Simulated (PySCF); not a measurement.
## Electron correlation in Cd³⁰⁺ (cadmium, charge +30)

Starting occupation: [Ar]. Calculation: PySCF 2.14, in an uncontracted even-tempered set (18 s from 1.7 bohr⁻², ratio 2.6; 14 p from 2.1 bohr⁻², ratio 2.6; 6 d from 2.2 bohr⁻², ratio 2.8; 3 f from 41 bohr⁻², ratio 2.8); X2C-1e with screened-nucleus spin-orbit coupling, Gaussian nucleus. Frozen: [Ne]; 8 electrons correlated; the 62 highest virtual spinors left out.

MP2 pair energies summed by pair of shells (mhartree):

```
       pair   energy  share (%)
3p3/2-3p3/2  -154.81       40.3
3p1/2-3p3/2  -143.34       37.3
3p1/2-3p1/2   -38.20        9.9
3p3/2-3s1/2   -22.45        5.8
3s1/2-3s1/2   -13.66        3.6
3p1/2-3s1/2   -11.70        3.0
```

Total MP2 correlation energy: -384.16 mhartree.

The virtual space was cut to 50 spinors, which keep -370.03 of the -384.16 mhartree of MP2 correlation.

```csv
level,correlation energy (mhartree)
CCSD,-409.01
(T),-2.65
CCSD(T),-411.66
```

Diagnostics: T1 = 0.00039, largest double amplitude 0.043.

Question: Is a single reference adequate?

Answer: Yes: T1 lies below 0.03 and no double amplitude reaches 0.07.

The coupled-cluster values are those of the cut space; adding the MP2 remainder, -14.13 mhartree, estimates the full space.

At this charge the one-electron X2C treatment keeps the bare 1/r₁₂, with no two-electron picture change or Breit term. The effect here is smaller than on the frozen 1s shell.
